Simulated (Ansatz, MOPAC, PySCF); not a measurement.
Species: GeI, charge 1, multiplicity 1. SMILES of the parent species: [Ge][I]
Geometry from a B3LYP-D3(BJ)/def2-TZVP (Ansatz, a quantum-chemistry and plane-wave program) optimisation:
```
Ge
I 1 2.4207
```
Charge +1, spin multiplicity 1.

Unscaled harmonic wavenumbers (cm⁻¹) in rising order, each level at the stationary point that it reaches from this structure (no distance between atoms moves by over 0.3 Å); the order of modes can differ between levels, and a negative number is imaginary. B3LYP-D3(BJ)/def2-TZVP (PySCF, at the structure above): 296.

PM7 (MOPAC): 284. Zero-point energy 0.4 against 0.4 kcal/mol.

B3LYP/LANL2DZ (Ansatz): 261. Zero-point energy 0.4 against 0.4 kcal/mol.
